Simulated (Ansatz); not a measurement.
Geometry optimisation, RKS PBE0/def2-SVP in Ansatz 0.2.0.

Input file:

```yaml
crystal:
  periodic: [false, false, false]
  atoms:
    - { symbol: Ge, position_ang: [-0.422615, 0.0, -0.429301] }
    - { symbol: Cl, position_ang: [0.078776, 0.0, 2.968267] }
    - { symbol: H, position_ang: [0.949624, 0.0, 0.245581] }
    - { symbol: H, position_ang: [-0.575958, 1.255169, -1.308291] }
    - { symbol: H, position_ang: [-0.575958, -1.255169, -1.308291] }
    - { symbol: H, position_ang: [-1.582906, 0.0, 0.592625] }
    - { symbol: H, position_ang: [-1.122063, 0.0, 2.39741] }
basis:
  gaussian: { orbitals: def2-SVP }
hamiltonian:
  xc: pbe0
relax:
  f_tol: 0.03
  max_steps: 50
```

Launched with:

```bash
$ ansatz run input.yaml --threads 2 --pin off --max-ram 3072MiB --backend cpu --events-out ev --progress --plain --runs-dir out
```

Question: Where does it end, and by what steps?

Answer: The run converged. The force dipped under the threshold on the way, but the program's further checks kept it going. After 12 steps the energy has fallen by 0.151 eV; Cl2 moved furthest, 0.55 Å.

| step | energy less start (eV) | largest force component (eV/Å) | accepted |
| --- | --- | --- | --- |
| 0 | 0.0000 | 1.139 | yes |
| 1 | -0.0979 | 0.787 | yes |
| 2 | -0.1316 | 0.700 | yes |
| 3 | -0.1469 | 0.328 | yes |
| 4 | -0.1506 | 0.088 | yes |
| 5 | -0.1507 | 0.012 | yes |
| 6 | -0.1509 | 0.041 | yes |
| 7 | -0.1492 | 0.255 | no |
| 8 | -0.1512 | 0.005 | yes |
| 9 | -0.1512 | 0.078 | no |
| 10 | -0.1513 | 0.019 | yes |
| 11 | -0.1512 | 0.063 | no |
| 12 | -0.1513 | 0.008 | yes |

```xyz
7
Properties=species:S:1:pos:R:3
Ge -0.443 0.000 -0.594
Cl -0.036 0.000 3.507
H 0.922 0.000 0.106
H -0.594 1.258 -1.463
H -0.594 -1.258 -1.463
H -1.560 0.000 0.469
H -0.946 0.000 2.596
```

Time of the run: 14 s on 2 threads of Arm Neoverse V2, on a shared host, peak memory 0.14 GiB.
